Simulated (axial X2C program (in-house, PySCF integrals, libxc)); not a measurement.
Bond lengths and stretching modes, held linear, of OTeO

Computed with an in-house all-electron X2C program for linear molecules (integrals from PySCF): two-component X2C with atomic mean-field Coulomb and Gaunt terms, Gaussian nuclei, basis O dyall-av3z, Te dyall-v3z with contracted cores. Spin-free rows use the one-electron spin-free X2C Hamiltonian.

Masses O 15.995, Te 129.906, O 15.995 u. States: 2c Ω = 0 (all partner blocks equally filled); spin-free M_S = 0, Λ = 0 (closed shell).

MP2, spin-free: energies above the lowest point

| r(O–Te) (Å) | r(Te–O) (Å) | E (meV) |
| --- | --- | --- |
| 1.8086 | 1.8086 | 666.78 |
| 1.8086 | 1.8550 | 501.26 |
| 1.8086 | 1.9014 | 392.67 |
| 1.8550 | 1.8086 | 501.26 |
| 1.8550 | 1.8550 | 338.88 |
| 1.8550 | 1.9014 | 232.77 |
| 1.8550 | 1.9478 | 167.32 |
| 1.9014 | 1.8086 | 392.67 |
| 1.9014 | 1.8550 | 232.77 |
| 1.9014 | 1.9014 | 128.47 |
| 1.9478 | 1.8550 | 167.32 |
| 1.9478 | 1.9478 | 0.00 |

**Question.** Fit a quadratic surface with cubic terms in each bond: where is the minimum, and what are the two stretching wavenumbers?

**Answer.** At MP2, spin-free: bonds 2.016 and 2.016 Å; harmonic stretches 89.0 and 183.4 cm⁻¹; force constants 0.188, 0.188 and coupling 0.13 mdyn/Å.

The other levels and Hamiltonians give:

| Hamiltonian | level | r(O–Te) (Å) | r(Te–O) (Å) | lower stretch (cm⁻¹) | upper stretch (cm⁻¹) |
| --- | --- | --- | --- | --- | --- |
| 2c | PBE0 | 1.853 | 1.853 | 770.7 | 771.0 |
| 2c | B3LYP | 1.871 | 1.871 | 736.6 | 742.2 |
| spin-free | PBE0 | 1.852 | 1.852 | 774.2 | 774.9 |
| spin-free | HF | 1.792 | 1.792 | 882.2 | 895.7 |
| spin-free | B3LYP | 1.870 | 1.870 | 741.0 | 745.9 |

Each state is one determinant, the lowest of a limited PBE0 search; the stretches come from a fit to these few points and carry an uncertainty of a few per cent. Other orders of the atoms were not compared. Left out for rough or failed fits: HF 2c, MP2 2c. The levels spread by more than a fifth, so the stretches depend strongly on the method. MP2 freezes inner shells (threshold -2 hartree). The molecule was held linear; bending was not examined, so a bent shape may lie lower.
